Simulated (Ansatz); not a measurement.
H6S2Si2 (`[SiH3][SiH2]SS`) at its PBE0-D4/def2-TZVP geometry, where that method's forces vanish. Total charge 0; spin multiplicity 1.

```csv
atom,x (Å),y (Å),z (Å)
Si1,-2.021,-0.116,-0.101
Si2,0.300,-0.405,-0.264
S3,1.186,0.835,1.250
S4,3.173,0.364,0.948
H5,-2.377,1.309,-0.324
H6,-2.497,-0.534,1.244
H7,-2.691,-0.950,-1.135
H8,0.685,-1.823,-0.039
H9,0.794,0.017,-1.602
H10,3.447,1.303,0.023
```

(1) For each bond, give half the difference of the two atoms' forces along it (eV/Å; positive pushes the atoms apart) under PBE-D4, r2SCAN-D4, B3LYP-D4, ωB97M-V in def2-TZVPP. (An estimate is asked.)

## Answers

(1) Computed: 
```
   bond  length (Å)  PBE-D4  r2SCAN-D4  B3LYP-D4  ωB97M-V
Si1–Si2       2.344   -0.09       0.00      0.07     0.06
 Si1–H5       1.487    0.09      -0.02     -0.07    -0.10
 Si1–H6       1.486    0.09      -0.02     -0.07    -0.10
 Si1–H7       1.488    0.09      -0.02     -0.07    -0.10
 Si2–S3       2.148    0.11       0.03      0.15     0.07
 Si2–H8       1.486    0.09      -0.02     -0.10    -0.13
 Si2–H9       1.488    0.09      -0.01     -0.10    -0.13
  S3–S4       2.064    0.30       0.16      0.39     0.17
 S4–H10       1.346    0.27       0.02     -0.04    -0.13
```

B3LYP here is the variant with VWN-RPA as its local correlation; programs differ in this.
